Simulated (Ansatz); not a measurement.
C3H2, SMILES `[CH]C#C` (lower triplet) (charge 0, multiplicity 3). This triplet lies 0.57 eV below the relaxed singlet at the level B3LYP/cc-pVTZ // PBE0-D3(BJ)/def2-TZVP (Ansatz, a quantum-chemistry and plane-wave program).

Cartesian coordinates (Å):
SMILES: [CH]C#C
```xyz
5

C     -1.2565     0.0462     0.6248
C     -0.0012    -0.0105     0.4645
C      1.2501    -0.1033     0.2888
H     -2.3004     0.1672     0.7905
H      2.3080    -0.0996     0.1761
```
Charge 0, spin multiplicity 3.

Frozen-core energies in cc-pVDZ from Ansatz at a geometry from PBE0-D3(BJ)/def2-TZVP; the HF reference has <S^2> = 2.35 and the T1 diagnostic is 0.039.

| level | energy (Ha) |
|---|---|
| HF | -114.63955 |
| MP2 | -114.94117 |
| CCSD | -114.98826 |
| CCSD(T) | -115.00220 |

Q: Estimate the energies of CCSDT and CCSDT(Q), and give each level's difference from CCSDT(Q).

A: 
```tsv
level	energy (Ha)	difference from CCSDT(Q) (mHa)
MP2	-114.94117	64.05
CCSD	-114.98826	16.96
CCSD(T)	-115.00220	3.03
CCSDT	-115.00399	1.24
CCSDT(Q)	-115.00522	0.00
```
